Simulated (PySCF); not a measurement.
Worked example: oscillator strength and radiative lifetime

Mg(F)(SMe) (CH3FMgS), SMILES C[S][Mg][F].

Geometry: PBE0-D3(BJ)/def2-SVP. The values are those of a single conformer.

TDA-LC-ωPBE/def2-SVPD (PySCF 2.14.0) puts the first singlet state with f over 0.02 at 4.80 eV (vertical), with the transition dipole (0.000, 0.000, -0.588) in atomic units.

Find the oscillator strength, the wavelength and the radiative lifetime that this transition would have in vacuum if emission retraced absorption.


|μ|² = 0.3457 au, so |μ| = 1.49 D. ΔE = 4.80/27.211 = 0.1764 hartree. f = (2/3) ΔE |μ|² = 0.041 (the program prints 0.041).
λ = 1239.84/4.80 = 258 nm; ν = 38715 cm⁻¹.
Einstein's coefficient A = 0.6670 ν² f s⁻¹ (ν in cm⁻¹) = 4.1e7 s⁻¹, so τ = 1/A = 25 ns. This state is S1. The figure is the radiative limit of this one transition; relaxation, internal conversion, crossing to triplets and a medium change what is measured.
